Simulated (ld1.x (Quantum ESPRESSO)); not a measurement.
# Which setting gave this result? (chlorine, RRKJ)

Base potential:

```
Element                 : Cl (Z = 17)
Generator               : ld1.x (Quantum ESPRESSO) 7.5
Type                    : norm-conserving RRKJ (Kleinman–Bylander form)
Functional              : PBEsol
Relativity              : scalar-relativistic
Frozen core             : [Ne]
Valence charge          : 7
Reference configuration : 3s1 3p6
Partial waves           : 3s (bound): rc 1.30 bohr; 3p (bound): rc 1.30 bohr; 3d channel at 0.15 Ry: rc 1.30 bohr
Local potential         : all-electron potential smoothed inside 1.20 bohr (lloc = -1)
Core correction         : a·sin(br)/r model core inside 0.70 bohr
rho0                    : 0.02
```

Cutoffs, loose and tight: the cutoffs (Ry, on a coarse ladder) from which the occupation-weighted sum of valence levels, in a spherical-Bessel basis at the reference potential, stays within 10 and 1 mRy of its value at 400 Ry. They do not see the model core or the augmentation charge, which bear on the density cutoff. Test errors are all-electron minus pseudo excitation energies from the reference, over the configurations 3s2 3p5; 3s2 3p4; 3s2 3p3; 3s2 3p5.3; 3s2 3p2; 3s2 3p4.5; 3s2 3p1; variants that change the core or the reference have their own tests.

Only the scale of all radii but the core radius (base = 1) is moved:

```csv
scale of all radii but the core radius (base = 1),"cutoff, loose","cutoff, tight",bound ghosts,largest test error (meV)
0.8,110 Ry,140 Ry,none,+261
0.92,60 Ry,100 Ry,none,+255
1.02,70 Ry,90 Ry,none,+264
1.22,45 Ry,70 Ry,none,+336
1.34,40 Ry,50 Ry,none,+358
```

Task: One more run gave cutoff, loose: 55 Ry; cutoff, tight: 80 Ry; bound ghosts: none; largest test error (meV): +303. Which value of the scale of all radii but the core radius (base = 1) was used?

Result: 1.14. The tight cutoff moves one way along this sweep, from 140 Ry at 0.8 to 50 Ry at 1.34, which places the run between 1.02 and 1.22.
